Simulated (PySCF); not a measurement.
**Working out the ionisation energy of Zr**

Zr [Kr] 4d2 5s2 (3F) → Zr⁺ [Kr] 4d2 5s1 (4F). All numbers are calculated (PySCF 2.14, scalar relativity through the core potential, in aug-cc-pwCVTZ-PP with ECP28MDF (8s8p7d4f3g, 122 functions)). Frozen: nothing. Energies in hartree (1 hartree = 27.21139 eV):

```tsv
part	Zr (lower)	Zr⁺ (upper)
UHF	-46.306355	-46.115974
MP2 opposite-spin	-0.263004	-0.224219
MP2 same-spin	-0.092307	-0.086205
```

Question: What does Hartree-Fock give?

Answer: (-46.115974) − (-46.306355) = 0.190381 hartree = 5.181 eV.

Question: What do MP2 and SCS-MP2 (6/5 opposite-spin, 1/3 same-spin) give?

Answer: The opposite-spin parts differ by 1.055 eV and the same-spin parts by 0.166 eV. MP2: 5.181 + (1.055) + (0.166) = 6.402 eV. SCS-MP2: 5.181 + 1.2 × (1.055) + (0.166)/3 = 6.502 eV.

Measured between the centres of the two terms (NIST): 6.639 eV, so MP2 (valence and next inner shell) is off by -0.237 eV.

What remains against the reference includes basis incompleteness and correlation beyond second order.
